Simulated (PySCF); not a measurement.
Compounds:

A. `CC(=O)O[SiH2]OCC(=O)O`
B. `c1(C)cnncc1[SiH3]`
C. SMILES C#CC1=C([SiH3])C[C@H]1C=C

Spectrum 1. ¹³C{¹H} NMR (computed): δ 159.3 (CH), 155.9 (CH), 147.1 (C), 132.6 (C), 21.0 (CH3).

Spectrum 2. ¹³C{¹H} NMR (computed): δ 162.8 (C), 157.1 (C), 149.0 (CH), 122.9 (CH2), 96.8 (CH), 82.4 (C), 57.9 (CH), 40.8 (CH2).

Spectrum 3. ¹³C{¹H} NMR (computed): δ 176.7 (C), 176.3 (C), 64.2 (CH2), 24.3 (CH3).

[PySCF 2.14.0 with density-fitted response routines: σ from GIAO-PBE0/pcSseg-1; geometry: GFN2-xTB; no solvent; non-relativistic Hamiltonian; fast rotation and ring inversion assumed for equivalent nuclei; single conformer]

δ = σ(ref) − σ, references computed at the same level: ¹³C (186.93 ppm) against TMS. Acid and N–H amide carbonyl carbons lie up to 10 ppm further downfield in solution (hydrogen bonding). Shifts are as computed. Against solution values, carbons near 30 ppm lie about +3 ppm off and those near 130 ppm about +5 ppm. Of 1309 compounds with measured shifts, 239 miss one by over three times the rms of a fit or turn the order of signals round; such compounds aren't used in these exercises.

Match each spectrum to its structure.

Results:

1–B, 2–C, 3–A.

- Spectrum 1 (B): 5 ¹³C signals; δC 159.3 is an aromatic CH next to a ring nitrogen; δC 155.9 is an aromatic CH next to a ring nitrogen.
- Spectrum 2 (C): 8 ¹³C signals; δC 162.8 is a fully substituted alkene carbon; δC 157.1 is a fully substituted alkene carbon.
- Spectrum 3 (A): 4 ¹³C signals; δC 176.3 is a carboxylic acid carbon; δC 64.2 is an sp3 CH2 bonded to O, α to a carbonyl.
